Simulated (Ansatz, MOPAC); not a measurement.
# SiCl4 (silicon tetrachloride): the highest harmonic wavenumber at each level's own minimum, rung by rung

SiCl4, singlet, SMILES `Cl[Si](Cl)(Cl)Cl`. Each level relaxes the structure for itself.

Each level gives the highest harmonic wavenumber at each level's own minimum (cm⁻¹). The values are calculated.

```json
{"level": "PM6-D3", "kind": "semi-empirical", "program": "MOPAC", "value (cm⁻¹)": "582"}
{"level": "PM6-D3H4", "kind": "semi-empirical", "program": "MOPAC", "value (cm⁻¹)": "584"}
{"level": "PM6-DH+", "kind": "semi-empirical", "program": "MOPAC", "value (cm⁻¹)": "582"}
{"level": "PM7", "kind": "semi-empirical", "program": "MOPAC", "value (cm⁻¹)": "616"}
{"level": "HF/STO-3G", "kind": "Hartree–Fock", "program": "Ansatz", "value (cm⁻¹)": "719"}
{"level": "HF/3-21G", "kind": "Hartree–Fock", "program": "Ansatz", "value (cm⁻¹)": "581"}
{"level": "HF/6-31G* (Cartesian functions)", "kind": "Hartree–Fock", "program": "Ansatz", "value (cm⁻¹)": "654"}
{"level": "PBE/def2-SVP", "kind": "GGA", "program": "Ansatz", "value (cm⁻¹)": "613"}
{"level": "PBE0-D4/def2-TZVP", "kind": "global hybrid", "program": "Ansatz", "value (cm⁻¹)": "624"}
{"level": "B3LYP/6-31G* (Cartesian functions)", "kind": "global hybrid", "program": "Ansatz", "value (cm⁻¹)": "607"}
```

Harmonic and unscaled. The values span 581 to 719 cm⁻¹. Without the sets that lack polarisation functions the rows with a basis span only 607 to 654 cm⁻¹.
